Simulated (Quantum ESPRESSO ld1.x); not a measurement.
Q: Ho IV, 64 electrons, occupied as [Xe] 4f9.5 5d0.5 (fractional occupations, a model configuration). All-electron calculation, Dirac Kohn-Sham, PBE, spin-unpolarised, spherical densities, point nucleus; open shells are shared between the two j in proportion to 2j + 1. Program: ld1.x of Quantum ESPRESSO 7.5. Some entries of the table are withheld. Estimate them.

orbital,occ.,eigenvalue (hartree),<1/r> (bohr^-1),<r> (bohr)
1s1/2,2,-2038.6027,76.08,0.02074
2s1/2,2,-341.9321,(1),0.08753
2p1/2,2,-325.4722,18.23,0.07290
2p3/2,4,-293.9815,15.88,0.08007
3s1/2,2,(2),6.675,0.2294
3p1/2,2,-70.2704,6.590,0.2191
3p3/2,4,-63.6940,5.992,0.2327
3d3/2,4,-51.3728,5.875,0.2054
3d5/2,6,-49.9365,5.729,0.2096
4s1/2,2,-16.4055,2.796,0.5179
4p1/2,2,-13.5476,(3),0.5274
4p3/2,4,-12.0652,(4),0.5581
4d3/2,4,-7.3601,2.266,(5)
4d5/2,6,-7.0897,2.215,(6)
5s1/2,2,-3.0170,1.076,1.243
5p1/2,2,-2.2119,0.9583,1.378
5p3/2,4,-2.0033,0.8888,1.468
4f5/2,4.07143,-1.4418,1.701,0.7610
4f7/2,5.42857,-1.4021,1.680,0.7720
5d3/2,0.2,-0.9626,0.6279,2.037
5d5/2,0.3,-0.9429,0.6145,2.077

A: 
(1) 2s1/2 <1/r> (bohr^-1): 18.26
(2) 3s1/2 eigenvalue (hartree): -77.4643
(3) 4p1/2 <1/r> (bohr^-1): 2.688
(4) 4p3/2 <1/r> (bohr^-1): 2.483
(5) 4d3/2 <r> (bohr): 0.5871
(6) 4d5/2 <r> (bohr): 0.5978
